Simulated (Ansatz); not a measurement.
BaF2 (SMILES [F][Ba][F]) moved off its minimum; all values from Ansatz (a quantum-chemistry and plane-wave program), cores frozen in correlated methods. Elements past Kr take the def2 small-core potentials, without spin–orbit coupling.
(charge 0, multiplicity 1)
```xyz
3

Ba     0.32172     0.10672    -0.10281
F     -1.18077     1.40872    -1.16618
F     -0.47808    -1.61581     1.39350
```

Forces at B3LYP/def2-TZVPP (eV/Å):

| atom | Fx | Fy | Fz |
|---|---|---|---|
| Ba1 | -0.978 | -0.822 | 0.733 |
| F2 | 0.402 | -0.269 | 0.216 |
| F3 | 0.576 | 1.091 | -0.950 |

Give the forces (eV/Å), the total energy and the dipole at CCSD(T)/def2-TZVPPD.


| atom | Fx | Fy | Fz |
|---|---|---|---|
| Ba1 | -0.407 | -0.834 | 0.725 |
| F2 | -0.017 | 0.121 | -0.103 |
| F3 | 0.424 | 0.713 | -0.622 |
Energy -224.7996 hartree, dipole 8.08 D.
